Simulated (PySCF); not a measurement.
# [CeCl3(H2O)]+ at several levels of theory

Computed with PySCF 2.14.0 (density fitting, no spin-orbit coupling) at the geometry relaxed with PBE0:

```xyz
7
[CeCl3(H2O)]+ (singlet)
Ce   -0.0111    0.0311   -0.0311
Cl    1.1874    1.6617    1.2992
Cl   -1.5544   -1.2842    1.2842
Cl    1.1874   -1.2992   -1.6617
O    -1.3997    1.4263   -1.4263
H    -1.7369    2.3128   -1.2156
H    -1.7369    1.2156   -2.3128
```

```
level                                                            basis    state  HOMO (eV)  gap (eV)  charge on Ce1 (e)  population of f-type functions on Ce1 (core shells left out)  dipole about the centre of mass (D)  largest force component (eV/Å)
 PBE0      Ce def2-SVP with ECP28, Cl def2-SVP, O def2-SVP, H def2-SVP  singlet     -13.78      4.12               1.12                                                          0.81                                 6.75                            0.01
 PBE0  Ce def2-TZVP with ECP28, Cl def2-TZVP, O def2-TZVP, H def2-TZVP  singlet     -13.79      4.13               1.41                                                          0.85                                 6.55                            0.22
```

Charges are Mulliken's, which hang on the basis. The relaxation used the grid (50, 194), these runs (75, 302) or, all-electron (x2c bases, spin-free X2C Hamiltonian), (99, 590).

Task: A further run in the first row's basis gives HOMO (eV) -13.10, gap (eV) 2.83, charge on Ce1 (e) 1.13, population of f-type functions on Ce1 (core shells left out) 0.89, dipole about the centre of mass (D) 6.69, largest force component (eV/Å) 0.28. Which level was it?
A. TPSSh
B. wB97X

Result: A. The others give HOMO -16.11 eV (wB97X).

In the first row's basis the gap widens with exact exchange: 2.8 to 4.1 eV for TPSSh, PBE0 (a fixed share); 8.5 eV for wB97X (rising or full at long range).

No other spin state of this charge was computed.
